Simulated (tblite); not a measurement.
Species: C5H4ClO2P.
Z-matrix (Å and degrees, GFN2-xTB geometry), rows numbered from 1:
```
C 
C   1  1.5059
O   2  1.2086  1  123.62
C   2  1.4718  1  114.20  3  -179.96
O   4  1.3443  2  118.70  1    -0.06
C   5  1.3300  4  112.05  2  -179.98
P   6  1.7135  5  116.94  4    -0.01
C   4  1.3808  2  128.31  1   179.96
Cl  8  1.7003  4  124.13  2    -0.05
H   1  1.0878  2  109.71  3   120.77
H   1  1.0863  2  109.64  3    -0.02
H   1  1.0878  2  109.69  3  -120.80
H   6  1.0771  5  114.86  4  -179.97
```

Calculated harmonic vibrations of the isolated species, GFN2-xTB (tblite), most abundant isotopes, no scaling. This tight-binding method is rough: wavenumbers can miss measured ones by several per cent, in bad cases by 10 to 20. One conformer, not necessarily the lowest.

Harmonic wavenumbers (cm⁻¹): 51.6, 110.7, 116.5, 136.6, 227.5, 236.8, 354.1, 370.8, 452.7, 502.2, 530.2, 592.7, 619.5, 687.1, 730.4, 854.2, 931.5, 990.9, 994.5, 1014.8, 1115.2, 1171.2, 1266.3, 1284.7, 1366.8, 1437.1, 1445.6, 1449.4, 1732.3, 3028.8, 3036.3, 3063.5, 3111.4.

A = 1609, B = 1167, C = 679.3 MHz; mass 161.964 u (most abundant isotopes); point group Cs, symmetry number 1.

What is the zero-point energy?

½Σν̃ = 17507 cm⁻¹ = 209.43 kJ/mol.

Give the ideal-gas entropy at 273.15 K and 1 bar in the rigid-rotor, harmonic-oscillator model (classical rotation).

Translation 170.48, rotation 124.06, vibration 92.66: S = 387.2 J/(mol K).

And Cp and H(273.15 K) − H(0)?

Cp = 131.21 J/(mol K), of which vibrations give 97.95 (their classical limit is 33 R = 274.4); H(273.15 K) − H(0) = 22.75 kJ/mol without the zero-point energy, 13.66 from vibrations.

How do the functions run with temperature in this model?

| T (K) | S (J/(mol K)) | Cp (J/(mol K)) | H − H(0) (kJ/mol) | G − H(0) (kJ/mol) | ln q(vib) |
| --- | --- | --- | --- | --- | --- |
| 150 | 322.1 | 89.5 | 9.11 | -39.20 | 2.40 |
| 250 | 375.9 | 123.7 | 19.80 | -74.18 | 4.62 |
| 298.15 | 399.0 | 139.1 | 26.13 | -92.85 | 5.68 |
| 400 | 444.1 | 168.1 | 41.81 | -135.82 | 7.89 |
| 600 | 520.6 | 209.1 | 79.86 | -232.53 | 12.04 |
| 900 | 612.9 | 244.5 | 148.46 | -403.13 | 17.68 |

q(vib) and H(0) count from the zero-point level.

Which modes carry the vibrational entropy at 273.15 K?

51.6 cm⁻¹: 19.17; 110.7 cm⁻¹: 12.92; 116.5 cm⁻¹: 12.50; 136.6 cm⁻¹: 11.23; 227.5 cm⁻¹: 7.29; 236.8 cm⁻¹: 7.00 J/(mol K); the other 27 give 22.55 together.

Hindered rotation and anharmonicity are outside this model. Other conformers, if any are populated, would add a mixing term that is left out.
